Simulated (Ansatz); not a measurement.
Reaction (formal exchange of groups at the Si–N bond): `N[SiH2]N[SiH2]Cl` + `NBF` → `NB(F)[SiH2]Cl` + `N[SiH2]N`

Calculated with Ansatz (gas phase, PBE0-D4/def2-TZVP geometries, no zero-point term in ΔE). CBS: MP2 limit from def2 TZ/QZ plus the TZ coupled-cluster correction, frozen cores. This one scheme is used for every species. DFT in def2-TZVPP. One conformer a species, not always the lowest.

`N[SiH2]N[SiH2]Cl`:

Cartesian coordinates in Å:
```
N -2.027 -0.434 0.786
Si -0.648 -0.987 -0.059
N 0.199 0.335 -0.787
Si 1.758 0.904 -0.393
Cl 1.762 2.131 1.275
H -1.954 0.178 1.582
H -2.867 -0.988 0.812
H -1.181 -1.943 -1.064
H 0.401 -1.651 0.762
H -0.367 0.959 -1.348
H 2.639 -0.234 -0.063
H 2.284 1.728 -1.504
```

`NBF`:

Cartesian coordinates in Å:
```
N -0.551 -0.476 -0.008
B 0.496 0.436 0.053
F 1.125 0.784 -1.074
H -1.057 -0.770 0.808
H -0.864 -0.892 -0.868
H 0.851 0.918 1.089
```

`NB(F)[SiH2]Cl`:

Z-matrix (Å, degrees):
```
Si
Cl 1 2.077
B 1 2.028 2 107.6
H 1 1.485 2 107.2 3 -122.0
H 1 1.485 2 107.1 3 122.0
F 3 1.342 1 119.7 2 -179.7
N 3 1.386 1 121.0 2 0.4
H 7 1.006 3 121.9 1 -0.0
H 7 1.008 3 123.1 1 179.9
```

`N[SiH2]N`:

```xyz
9

N    -0.330    1.157   -0.826
Si   -0.194    0.093    0.507
N     0.646   -1.309    0.000
H     0.482    1.500   -1.312
H    -1.110    1.788   -0.898
H    -1.607   -0.085    0.955
H     0.599    0.569    1.679
H     1.204   -1.834    0.652
H     0.310   -1.880   -0.758
```

```json
{"level": "PBE", "ΔE (kJ/mol)": "72.9"}
{"level": "PBE0", "ΔE (kJ/mol)": "79.7"}
```

Task: What does CCSD(T)/CBS give? (Estimate.)

Result: The calculation gave: +92.5 kJ/mol. The listed levels differ from it by -19.6, -12.8 kJ/mol.

Largest T1 diagnostic among the species: 0.012.

The D4 term adds +3.9 kJ/mol with B3LYP and +2.4 kJ/mol with PBE0; it sums over pairs of atoms, weighted by their polarisabilities, and B3LYP, whose exchange is more repulsive, gets the larger term. In def2-TZVPP, CCSD(T) changes the Hartree–Fock value by −11.0 kJ/mol (the triples alone add −1.1 kJ/mol) and MP2 by −3.4 kJ/mol.

B3LYP here is the variant with VWN-RPA as its local correlation; programs differ in this.
